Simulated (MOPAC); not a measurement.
MOPAC input (PM3):

```
PM3 FORCE THERMO(298,298) PRECISE LET CHARGE=-1 GEO-OK AUX(PRECISION=9) THREADS=1
C3H4Cl

C    -2.36755653 1   -0.03745633 1   -0.05473934 1
C    -0.93468014 1    0.32428642 1   -0.04855692 1
C    -0.00891784 1   -0.63939957 1    0.05056306 1
Cl    1.66822248 1    0.05388117 1    0.03639245 1
H    -2.86388847 1    0.29485329 1   -0.97911470 1
H    -2.90678828 1    0.43463269 1    0.78053160 1
H    -2.52227196 1   -1.12145786 1    0.02758891 1
H    -0.71142649 1    1.39278633 1   -0.12796498 1
```

Output:

```
 *******************************************************************************
 **                                                                           **
 **                              MOPAC v23.2.5                                **
 **                                                                           **
 *******************************************************************************
 ** MOPAC's Digital Object Identifier: https://doi.org/10.5281/zenodo.6511958 **
 **                                                                           **
 ** Please cite the open-source release paper for use of this MOPAC version:  **
 ** J. E. Moussa and J. J. P. Stewart (2026)                                  **
 ** MOPAC: An open-source semiempirical molecular orbital program             **
 ** J. Open Source Softw., 11(119), 8025, https://doi.org/10.21105/joss.08025 **
 *******************************************************************************

                              PM3 CALCULATION RESULTS

 *******************************************************************************
 *  PM3        - The PM3 Hamiltonian to be used
 *  GEO-OK     - OVERRIDE INTERATOMIC DISTANCE AND OTHER SAFETY CHECKS
 *
 *
 *
 *                 CHARGE ON SYSTEM = -1
 *
 *
 *
 *  LET        - OVERRIDE SOME SAFETY CHECKS
 *  PRECISE    - TIGHTER CRITERIA TO BE USED
 *  FORCE      - FORCE CALCULATION SPECIFIED
 *  AUX        - OUTPUT AUXILIARY INFORMATION
 *  THERMO     - THERMODYNAMIC QUANTITIES TO BE CALCULATED
 *******************************************************************************
PM3 FORCE THERMO(298,298) PRECISE LET CHARGE=-1 GEO-OK AUX(PRECISION=9) THREADS=1
 C3H4Cl

   ATOM   CHEMICAL          X               Y               Z
  NUMBER   SYMBOL      (ANGSTROMS)     (ANGSTROMS)     (ANGSTROMS)

     1       C         -2.36755653  *  -0.03745633  *  -0.05473934  *
     2       C         -0.93468014  *   0.32428642  *  -0.04855692  *
     3       C         -0.00891784  *  -0.63939957  *   0.05056306  *
     4      Cl          1.66822248  *   0.05388117  *   0.03639245  *
     5       H         -2.86388847  *   0.29485329  *  -0.97911470  *
     6       H         -2.90678828  *   0.43463269  *   0.78053160  *
     7       H         -2.52227196  *  -1.12145786  *   0.02758891  *
     8       H         -0.71142649  *   1.39278633  *  -0.12796498  *

          CARTESIAN COORDINATES

    NO.       ATOM           X           Y           Z

     1         C         -2.3676     -0.0375     -0.0547
     2         C         -0.9347      0.3243     -0.0486
     3         C         -0.0089     -0.6394      0.0506
     4        Cl          1.6682      0.0539      0.0364
     5         H         -2.8639      0.2949     -0.9791
     6         H         -2.9068      0.4346      0.7805
     7         H         -2.5223     -1.1215      0.0276
     8         H         -0.7114      1.3928     -0.1280

  H: (PM3): J. J. P. STEWART, J. COMP. CHEM. 10, 209 (1989).
[...]
 EFFECTIVE MASS      1.9379
 FORCE CONSTANT      0.4853

 VIBRATION         14    9A'         ATOM PAIR     ENERGY CONTRIBUTION    RADIAL
 FREQUENCY          1799.84         C 2 -- C 3         +42.9% ( 98.5%)     98.9%
 TRANSITION DIPOLE   2.4597         C 1 -- C 2         +16.7% ( 61.4%)     48.5%
 TRAVEL (Ang.)       0.0810         C 2 -- Cl4         +15.4% ( 59.0%)     75.2%
 REDUCED MASS        5.7081         C 2 -- H 8         +15.2% ( 58.5%)      6.3%
 EFFECTIVE MASS     11.8703
 FORCE CONSTANT     10.8945

 VIBRATION         15    6A"         ATOM PAIR     ENERGY CONTRIBUTION    RADIAL
 FREQUENCY          3026.54         C 1 -- H 6         +49.1% ( 72.3%)     97.0%
 TRANSITION DIPOLE   0.4454         C 1 -- H 5         +49.1% ( 72.3%)     97.0%
 TRAVEL (Ang.)       0.2097         C 1 -- C 2          +1.0% ( 10.1%)      0.0%
 REDUCED MASS        0.5067         C 1 -- H 7          +0.9% (  9.7%)      0.0%
 EFFECTIVE MASS      1.4908
 FORCE CONSTANT      2.7347

 VIBRATION         16   10A'         ATOM PAIR     ENERGY CONTRIBUTION    RADIAL
 FREQUENCY          3047.58         C 2 -- H 8         +65.2% ( 82.8%)    100.0%
 TRANSITION DIPOLE   0.2755         C 1 -- H 7         +16.3% ( 41.4%)     98.2%
 TRAVEL (Ang.)       0.2158         C 1 -- H 6          +7.7% ( 28.4%)     89.1%
 REDUCED MASS        0.4752         C 1 -- H 5          +7.7% ( 28.4%)     89.1%
 EFFECTIVE MASS      1.4935
 FORCE CONSTANT      2.6003

 VIBRATION         17   11A'         ATOM PAIR     ENERGY CONTRIBUTION    RADIAL
 FREQUENCY          3059.47         C 1 -- H 7         +35.2% ( 60.8%)     98.3%
 TRANSITION DIPOLE   0.2167         C 2 -- H 8         +29.9% ( 56.0%)    100.0%
 TRAVEL (Ang.)       0.2792         C 1 -- H 5         +16.5% ( 41.6%)     89.3%
 REDUCED MASS        0.2828         C 1 -- H 6         +16.5% ( 41.6%)     89.3%
 EFFECTIVE MASS      1.4910
 FORCE CONSTANT      1.5595

 VIBRATION         18   12A'         ATOM PAIR     ENERGY CONTRIBUTION    RADIAL
 FREQUENCY          3150.53         C 1 -- H 7         +49.6% ( 67.8%)     98.9%
 TRANSITION DIPOLE   0.3169         C 1 -- H 6         +25.0% ( 48.2%)     95.6%
 TRAVEL (Ang.)       0.2441         C 1 -- H 5         +25.0% ( 48.2%)     95.6%
 REDUCED MASS        0.3591         C 1 -- C 2          +0.3% (  5.5%)     89.8%
 EFFECTIVE MASS      1.1443
 FORCE CONSTANT      2.1002

      SYMMETRY NUMBER FOR POINT-GROUP Cs  =  1

          SYSTEM IS A GROUND STATE

 C3H4Cl

          MOLECULE IS NOT LINEAR

          THERE ARE 18 GENUINE VIBRATIONS IN THIS SYSTEM
          THIS THERMODYNAMICS CALCULATION IS LIMITED TO
          MOLECULES WHICH HAVE NO INTERNAL ROTATIONS

                    CALCULATED THERMODYNAMIC PROPERTIES
                                          *
   TEMP. (K)   PARTITION FUNCTION   H.O.F.    ENTHALPY  HEAT CAPACITY ENTROPY
                                   KCAL/MOL   CAL/MOLE    CAL/K/MOL  CAL/K/MOL

 298.00  VIB.     0.6280D+01                  1518.8929    10.2183     8.7481
         ROT.     0.5270D+05                   888.2803     2.9808    24.5865
         INT.     0.3310D+06                  2407.1732    13.1991    33.3346
         TRA.     0.6344D+27                  1480.4672     4.9680    38.8787
         TOT.                       15.599    3887.6404    18.1671    72.2134

   *: NOTE: HEATS OF FORMATION ARE RELATIVE TO THE
            ELEMENTS IN THEIR STANDARD STATE AT 298K
              (=  Standard Enthalpy of Formation).

            Hvib:  Zero-point energy is not included.
                   frequencies of less than zero cm-1 are not included.
            Hrot = (3/2)RT
            Htra = (3/2)RT + pV = (5/2)RT

            Heat capacity is Cp, not Cv

          For more information, see: HTTP://OpenMOPAC.net/Manual/thermochemistry.html

           FORCE CONSTANT IN CARTESIAN COORDINATES (Millidynes/A)

    ATOM   CHEMICAL       X               Y               Z
   NUMBER   SYMBOL  FORCE CONSTANT  FORCE CONSTANT  FORCE CONSTANT

      1       C        9.038505        8.296532        7.744716
      2       C       10.688539       13.049718        1.897388
      3       C        4.422602        8.963045        0.382533
      4      Cl        1.442130        0.293566        0.109488
      5       H        1.206343        1.693074        3.677764
      6       H        1.206401        1.692976        3.677804
      7       H        1.303695        4.750190        0.670468
      8       H        1.586124        4.294004        0.292798

 **********************
 *                    *
 * JOB ENDED NORMALLY *
 *                    *
 **********************

 == MOPAC DONE ==
```

The dipole moment of an ion depends on the origin.
